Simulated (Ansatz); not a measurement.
A CCSD(T) single point on `[NH3+][Au-][SH]`.

```yaml
crystal:
  periodic: [false, false, false]
  atoms:
    - {symbol: N, position_ang: [-1.042852, 0.650381, -0.730071]}
    - {symbol: Au, position_ang: [0.342966, -0.357314, 0.528642]}
    - {symbol: S, position_ang: [1.762995, -1.428296, 1.906519]}
    - {symbol: H, position_ang: [-1.756407, 0.015908, -1.071857]}
    - {symbol: H, position_ang: [-0.569475, 1.051025, -1.532644]}
    - {symbol: H, position_ang: [-1.503265, 1.403919, -0.231188]}
    - {symbol: H, position_ang: [2.827339, -1.403722, 1.084798]}
basis:
  gaussian: {orbitals: def2-TZVPP}
correlation: {method: ccsd_t}
output: {orbitals: {seedname: orbitals}}
```

```sh
$ ansatz run in.yaml --threads 2 --pin off --events-out ev --progress --plain --max-ram 32768MiB --backend cuda --devices 0, --max-vram 18GiB
```

The program prints (abridged):

```
Functional definition: HF
1125 factors; integrals over basis functions are off by at most 8.4e-4 eV
mean field evaluation 1: about -16030.1331 eV, gradient 3.0e1 eV
mean field evaluation 2: about -16030.5048 eV, gradient 3.1e1 eV
mean field evaluation 4: about -16032.7946 eV, gradient 3.7e0 eV
mean field evaluation 8: about -16032.8513 eV, gradient 3.9e-1 eV
mean field evaluation 16: about -16032.8524 eV, gradient 1.8e-6 eV
mean field -16032.85238650 eV, -589.1964577464 hartree, gradient 1.8e-6 eV, S^2 0.000000; 0 other end points of the search recorded, 0 dependent functions left out
6 core orbitals not correlated: weight in the atoms' cores, before any rotation towards them, 1.000 or more for the frozen orbitals, at most 0.000 for the correlated occupied ones
reference -16032.85238650 eV, -589.1964577464 hartree; 17, 17 occupied and 162, 162 virtual orbitals, 1125 factors
second order -28.66571322 eV of doubles, -0.00000000 eV of singles
cycle   1  -27.13683987 eV  change     1.5e0 eV  update   1.3e-1
cycle   2  -27.92948894 eV  change   -7.9e-1 eV  update   4.3e-2
cycle   3  -28.09954373 eV  change   -1.7e-1 eV  update   2.1e-2
cycle   4  -28.05873487 eV  change    4.1e-2 eV  update   7.5e-3
cycle   5  -28.05198286 eV  change    6.8e-3 eV  update   3.6e-3
cycle   6  -28.05538120 eV  change   -3.4e-3 eV  update   1.2e-3
cycle   7  -28.05490353 eV  change    4.8e-4 eV  update   4.6e-4
cycle   8  -28.05471836 eV  change    1.9e-4 eV  update   1.4e-4
cycle   9  -28.05485807 eV  change   -1.4e-4 eV  update   5.9e-5
cycle  10  -28.05490393 eV  change   -4.6e-5 eV  update   2.1e-5
cycle  11  -28.05485692 eV  change    4.7e-5 eV  update   8.9e-6
cycle  12  -28.05487026 eV  change   -1.3e-5 eV  update   4.0e-6
perturbative correction -1.10423431 eV, -0.0405798625 hartree
Total energy: -16062.01149108 eV, -590.2680350746 hartree
```

Run time 7.5 s (2 threads of an AMD EPYC 7R13 on a shared host and a share of an NVIDIA H100 80 GB); peak host memory 0.79 GiB.

The correlation energy is -29.159 eV, 3.8 % of it from (T); the T1 diagnostic reads 0.0142.
